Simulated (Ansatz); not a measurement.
Geometry optimisation, RKS PBE/def2-SVP (Ansatz).

input.yaml

```yaml
crystal:
  periodic: [false, false, false]
  atoms:
    - { symbol: B, position_ang: [0.0, 0.0, 0.0] }
    - { symbol: O, position_ang: [0.0, 0.0, 1.41] }
    - { symbol: H, position_ang: [-0.9095, -0.2814, 1.7471] }
    - { symbol: O, position_ang: [1.2211, 0.0, -0.705] }
    - { symbol: H, position_ang: [1.5209, -0.9519, -0.8599] }
    - { symbol: F, position_ang: [-1.1431, 0.0, -0.66] }
basis:
  gaussian: { orbitals: def2-SVP }
hamiltonian:
  xc: pbe
relax:
  f_tol: 0.02
  max_steps: 40
output:
  orbitals: {}
```

Command:

```bash
$ ansatz run input.yaml --threads 1 --pin off --max-ram 2048MiB --backend cpu --events-out ev --progress --plain --runs-dir out
```

Where does it end, and by what steps?

It converged. After 8 steps the energy has fallen by 0.557 eV; H5 moved furthest, 0.60 Å.

| step | energy less start (eV) | largest force component (eV/Å) | accepted |
| --- | --- | --- | --- |
| 0 | 0.0000 | 1.984 | yes |
| 1 | -0.0923 | 1.816 | yes |
| 2 | -0.1572 | 1.444 | yes |
| 3 | -0.2702 | 0.695 | yes |
| 4 | -0.4161 | 0.981 | yes |
| 5 | -0.5128 | 0.411 | yes |
| 6 | -0.5432 | 0.292 | yes |
| 7 | -0.5569 | 0.024 | yes |
| 8 | -0.5569 | 0.009 | yes |

```xyz
6
Properties=species:S:1:pos:R:3
B -0.075 -0.127 -0.083
O 0.056 -0.311 1.269
H -0.778 -0.132 1.738
O 0.970 -0.324 -0.934
H 1.768 -0.599 -0.449
F -1.252 0.258 -0.610
```

The run took 14 s on 1 thread of Arm Neoverse V1 (shared host), peak memory 0.1 GiB.
